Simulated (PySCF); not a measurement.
Computed shifts of a molecule CH8FNSi2, PBE0/pcSseg-1 in PySCF, GIAO, gas phase, equivalent atoms averaged, in ppm (number of nuclei): ¹³C: -8.5 (1). ²⁹Si: -0.8 (1), -76.2 (1). ¹⁵N: 45.6 (1). ¹⁹F: -153.8 (1). ¹H: 5.40 (1), 4.00 (2), 2.09 (1), 1.62 (1), 0.51 (3). References: ¹³C against TMS (σ = 186.3 ppm); ²⁹Si against TMS (σ = 352.7 ppm); ¹⁵N against NH3 (σ = 267.4 ppm); ¹⁹F against CFCl3 (σ = 167.2 ppm); ¹H against TMS (σ = 31.56 ppm), references at their B3LYP-D3(BJ)/def2-TZVP geometries, non-relativistic. Geometry optimised at B3LYP-D3(BJ)/def2-SVP. One conformer was computed; it need not be the lowest.

Task: Which structure fits?
A) C[Si@@](N)(F)[SiH3]
B) C[Si@H](N)[SiH2]F
C) C[SiH2][Si@@H](N)F
D) FC[SiH2]N[SiH3]

Result: C, C[SiH2][Si@@H](N)F
